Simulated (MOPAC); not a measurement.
A run for MOPAC: PM7 on SrNb, 2S+1 = 4, a spin state set in the input, which need not be the lowest, a point of a bond scan (R = 3.375 Å).

```
PM7 1SCF PRECISE CHARGE=0 UHF MS=1.5 THREADS=1
NbSr

Nb     0.00000000 1     0.00000000 1     0.00000000 1
Sr     0.00000000 1     0.00000000 1     3.37537500 1
```

Output:

```
*******************************************************************************
 **                                                                           **
 **                              MOPAC v23.2.5                                **
 **                                                                           **
 *******************************************************************************
 ** MOPAC's Digital Object Identifier: https://doi.org/10.5281/zenodo.6511958 **
 **                                                                           **
 ** Please cite the open-source release paper for use of this MOPAC version:  **
 ** J. E. Moussa and J. J. P. Stewart (2026)                                  **
 ** MOPAC: An open-source semiempirical molecular orbital program             **
 ** J. Open Source Softw., 11(119), 8025, https://doi.org/10.21105/joss.08025 **
 *******************************************************************************

                              PM7 CALCULATION RESULTS

 *******************************************************************************
 *  PM7        - The PM7 Hamiltonian to be used
 *  UHF        - UNRESTRICTED HARTREE-FOCK CALCULATION
 *
 *
 *
 *                 CHARGE ON SYSTEM = 0
 *
 *
 *
 *  MS=        - IN MECI, MAGNETIC COMPONENT OF SPIN =  1.5
 *  PRECISE    - TIGHTER CRITERIA TO BE USED
 *  1SCF       - DO 1 SCF AND THEN STOP
 *  THREADS=1  - MULTI-THREADING NOT USED
 *  T=         - A TIME OF 172800.0 SECONDS REQUESTED
 *  DUMP=N     - RESTART FILE WRITTEN EVERY 7200.0 SECONDS REQUESTED
 *******************************************************************************
PM7 1SCF PRECISE CHARGE=0 UHF MS=1.5 THREADS=1
 NbSr

   ATOM   CHEMICAL          X               Y               Z
  NUMBER   SYMBOL      (ANGSTROMS)     (ANGSTROMS)     (ANGSTROMS)

     1      Nb          0.00000000  *   0.00000000  *   0.00000000  *
     2      Sr          0.00000000  *   0.00000000  *   3.37537500  *



          CARTESIAN COORDINATES

    NO.       ATOM           X           Y           Z

     1        Nb          0.0000      0.0000      0.0000
     2        Sr          0.0000      0.0000      3.3754

 General Reference for PM7:
 "Optimization of Parameters for Semiempirical Methods VI: More Modifications to the
 NDDO Approximations and Re-optimization of Parameters", J. J. P. Stewart, J. Mol. Mod., 1:32, 19 (2013)
 https://link.springer.com/article/10.1007/s00894-012-1667-x

           Empirical Formula: Nb Sr  =     2 atoms



      MOLECULAR POINT GROUP   :   C*v


          UHF CALCULATION, NO. OF ALPHA ELECTRONS =    5
                           NO. OF BETA  ELECTRONS =    2

 -------------------------------------------------------------------------------
 PM7 1SCF PRECISE CHARGE=0 UHF MS=1.5 THREADS=1
 NbSr



     1SCF WAS SPECIFIED, SO BFGS WAS NOT USED
     SCF FIELD WAS ACHIEVED


                              PM7 CALCULATION
                                                       MOPAC v23.2.5 Linux




          FINAL HEAT OF FORMATION =        174.61341 KCAL/MOL =     730.58249 KJ/MOL


          COSMO AREA              =        211.63 SQUARE ANGSTROMS
          COSMO VOLUME            =        270.08 CUBIC ANGSTROMS

          IONIZATION POTENTIAL    =          5.554048 EV
          ALPHA SOMO LUMO (EV)    =         -7.161 -1.181
          BETA  SOMO LUMO (EV)    =         -5.554 -1.311
          NO. OF ALPHA ELECTRONS  =          5
          NO. OF BETA  ELECTRONS  =          2
          MOLECULAR WEIGHT        =        180.5264         POINT GROUP:  C*v

          MOLECULAR DIMENSIONS (Angstroms)

            Atom       Atom       Distance
           Sr     2   Nb     1     3.37538
           Sr     2   Nb     1     0.00000
           Nb     1   Sr     2     0.00000


          SCF CALCULATIONS        =          1





   ATOM   CHEMICAL          X               Y               Z
  NUMBER   SYMBOL      (ANGSTROMS)     (ANGSTROMS)     (ANGSTROMS)

     1      Nb          0.00000000  *   0.00000000  *   0.00000000  *
     2      Sr          0.00000000  *   0.00000000  *   3.37537500  *

                             CARTESIAN COORDINATES

   1   Nb        0.000000000     0.000000000     0.000000000
   2   Sr        0.000000000     0.000000000     3.375375000


           Empirical Formula: Nb Sr  =     2 atoms



      MOLECULAR POINT GROUP   :   C*v


          ALPHA EIGENVALUES
  -8.20272  -7.87344  -7.75106  -7.75106  -7.16142  -1.18094  -0.76438  -0.76438
  -0.18799   2.32326  14.58811  15.13052  15.13052


           BETA EIGENVALUES
  -7.36886  -5.55405  -1.31053  -1.26551  -1.26551   4.40668   5.04026   5.22470
   5.22470   5.27867  20.59262  20.59262  21.44883


              NET ATOMIC CHARGES AND DIPOLE CONTRIBUTIONS

  ATOM NO.   TYPE          CHARGE      No. of ELECS.   s-Pop       p-Pop       d-Pop
    1         Nb          -0.600229        5.6002     1.69983     0.00011     3.90029
    2         Sr           0.600229        1.3998     1.00653     0.39324
 DIPOLE           X         Y         Z       TOTAL
 POINT-CHG.     0.000     0.000     9.731     9.731
 HYBRID        -0.000    -0.000    -1.122     1.122
 SUM           -0.000    -0.000     8.610     8.610


          ATOMIC ORBITAL ELECTRON POPULATIONS

     Atom    s        px        py        pz      x^2-y^2     xz        z^2       yz        xy
    1 Nb   1.69983   0.00000   0.00000   0.00010   1.00000   0.99999   0.90030   0.99999   0.00000
    2 Sr   1.00653   0.00000   0.00000   0.39323


                    (SZ)    =    1.500000
                    (S**2)  =    4.769236


          ATOMIC ORBITAL SPIN POPULATIONS

    Atom   Total    s     px     py     pz   x^2-y^2  xz     z^2    yz     xy
         Atomic
    1 Nb  4.1117  0.235  0.000  0.000  0.000  1.000  1.000  0.877  1.000  0.000
    2 Sr -1.1117 -0.728  0.000  0.000 -0.384

 **********************
 *                    *
 * JOB ENDED NORMALLY *
 *                    *
 **********************




 == MOPAC DONE ==
```

The run finished. Its determinant has ⟨S²⟩ = 4.77, a mixture of spin states.

Cost: very roughly 0.03 core-seconds.
